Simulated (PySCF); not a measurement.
ClH6NSi3, SMILES [SiH]1(Cl)[SiH2]N[SiH2]1. Atoms are numbered in the order given.

```xyz
11

Cl    -2.4065     0.3941     0.0000
Si    -0.6448    -0.7101     0.0000
Si     1.0471     0.0472    -1.4499
N      1.9804     0.3890     0.0000
Si     1.0471     0.0472     1.4499
H     -1.0000    -2.1587     0.0000
H      1.6989    -0.9529    -2.3555
H      0.7164     1.2517    -2.2749
H      2.9268     0.7594     0.0000
H      0.7164     1.2517     2.2749
H      1.6989    -0.9529     2.3555
```

Coordinates come from a PBE0-D3(BJ)/def2-SVP optimisation. The structure was generated by enumeration, and PubChem lists no compound with its InChIKey, so it may never have been made.

The numbers are results of TDDFT-CAM-B3LYP/def2-SVPD in PySCF, not measurements.

Vertical excitations. Gas-phase values at a fixed geometry. State labels are in the subgroup Cs.

```json
[
 {"state": "S1", "symmetry": "A\"", "energy (eV)": "5.13", "λ (nm)": "242", "f": "0.001", "main pairs": "HOMO→LUMO 69 %, HOMO→LUMO+1 29 %"},
 {"state": "S2", "symmetry": "A\"", "energy (eV)": "5.68", "λ (nm)": "218", "f": "0.112", "main pairs": "HOMO→LUMO+1 66 %, HOMO→LUMO 28 %"},
 {"state": "S3", "symmetry": "A'", "energy (eV)": "5.74", "λ (nm)": "216", "f": "0.002", "main pairs": "HOMO−1→LUMO 71 %, HOMO−1→LUMO+1 25 %"},
 {"state": "S4", "symmetry": "A'", "energy (eV)": "6.12", "λ (nm)": "203", "f": "0.003", "main pairs": "HOMO−1→LUMO+1 72 %, HOMO−1→LUMO 24 %"},
 {"state": "S5", "symmetry": "A'", "energy (eV)": "6.49", "λ (nm)": "191", "f": "0.013", "main pairs": "HOMO−2→LUMO 67 %, HOMO−2→LUMO+1 29 %"},
 {"state": "S6", "symmetry": "A\"", "energy (eV)": "6.62", "λ (nm)": "187", "f": "0.016", "main pairs": "HOMO→LUMO+3 80 %, HOMO→LUMO+4 15 %"},
 {"state": "S7", "symmetry": "A'", "energy (eV)": "6.75", "λ (nm)": "184", "f": "0.202", "main pairs": "HOMO→LUMO+2 92 %"},
 {"state": "S8", "symmetry": "A\"", "energy (eV)": "7.01", "λ (nm)": "177", "f": "0.001", "main pairs": "HOMO−1→LUMO+2 93 %"},
 {"state": "S9", "symmetry": "A'", "energy (eV)": "7.07", "λ (nm)": "175", "f": "0.007", "main pairs": "HOMO−1→LUMO+3 88 %"},
 {"state": "S10", "symmetry": "A'", "energy (eV)": "7.16", "λ (nm)": "173", "f": "0.040", "main pairs": "HOMO−2→LUMO+1 61 %, HOMO−2→LUMO 24 %"},
 {"state": "T1", "symmetry": "A\"", "energy (eV)": "4.56", "λ (nm)": "272", "f": "0", "main pairs": "HOMO→LUMO 60 %, HOMO→LUMO+1 35 %"},
 {"state": "T2", "symmetry": "A\"", "energy (eV)": "5.05", "λ (nm)": "245", "f": "0", "main pairs": "HOMO→LUMO+1 57 %, HOMO→LUMO 33 %"},
 {"state": "T3", "symmetry": "A'", "energy (eV)": "5.43", "λ (nm)": "228", "f": "0", "main pairs": "HOMO−1→LUMO 79 %, HOMO−1→LUMO+1 14 %"},
 {"state": "T4", "symmetry": "A'", "energy (eV)": "5.62", "λ (nm)": "220", "f": "0", "main pairs": "HOMO−1→LUMO+1 77 %, HOMO−1→LUMO 13 %"}
]
```
Triplets are in the Tamm–Dancoff approximation, which puts them higher than full response would, so one can lie above its singlet here.
